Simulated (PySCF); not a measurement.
# AlTl: from constants to spectrum

UHF-CCSD(T) constants of AlTl, ³Π (triplet), unpaired electrons σ ↑, π ↑ (basis Al def2-SVPD, Tl def2-SVPD with ECP60; scalar-relativistic core potentials; PySCF 2.14; masses 26.9815 and 204.9744 u):

| Property | Result |
| --- | --- |
| ωe | 180.5 cm⁻¹ |
| ωexe | 0.79 cm⁻¹ |
| Be | 0.081965 cm⁻¹ |
| αe | 0.000508 cm⁻¹ |
| D (centrifugal) | 6.76e-08 cm⁻¹ |
| De to Al + Tl | 1.11 eV |

Task: Give the vibrational terms G(v) and spacings up to v = 3.

Result: G(v) = ωe(v+½) − ωexe(v+½)².

```json
{"v": "0", "G(v) (cm⁻¹)": "90", "G(v) − G(v−1)": "", "Bv (cm⁻¹)": "0.08171"}
{"v": "1", "G(v) (cm⁻¹)": "269", "G(v) − G(v−1)": "179", "Bv (cm⁻¹)": "0.08120"}
{"v": "2", "G(v) (cm⁻¹)": "446", "G(v) − G(v−1)": "177", "Bv (cm⁻¹)": "0.08070"}
{"v": "3", "G(v) (cm⁻¹)": "622", "G(v) − G(v−1)": "176", "Bv (cm⁻¹)": "0.08019"}
```

Task: How well does the Morse estimate ωe²/(4ωexe) reproduce De, and what is D0?

Result: It gives 1.28 eV, 115 % of the computed De. D0 = De − G(0) = 1.11 − 0.01 = 1.10 eV.

Correlated steps freeze 9 core orbitals. Correlated levels converge slowly with the basis: in double zeta they bind strong bonds too weakly, by up to about 1 eV, and carry superposition errors of some tenths. These are scalar-relativistic numbers at best; spin–orbit coupling would shift them, the dissociation energy most. The state was picked by a PBE0 search and need not be the measured ground state.
